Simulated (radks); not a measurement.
Question: All-electron atom: Cr XIII in [Ne] 3s2. All-electron calculation, non-relativistic Kohn-Sham, PBE, spin-polarised, spherical densities, point nucleus. Program: a radial shooting solver on a logarithmic mesh with Libxc functionals. Some entries of the table are withheld. Estimate them.

orbital,occ.,eigenvalue (eV),<r> (bohr),r(max) (bohr)
1s,2,(1),(2),0.04224
2s,2,-985.2330,0.2927,(3)
2p,6,-889.2232,(4),(5)
3s,2,-339.1784,0.7675,0.7127

Answer: 
(1) 1s eigenvalue (eV): -6178.955
(2) 1s <r> (bohr): 0.06416
(3) 2s r(max) (bohr): 0.2448
(4) 2p <r> (bohr): 0.2572
(5) 2p r(max) (bohr): 0.1973
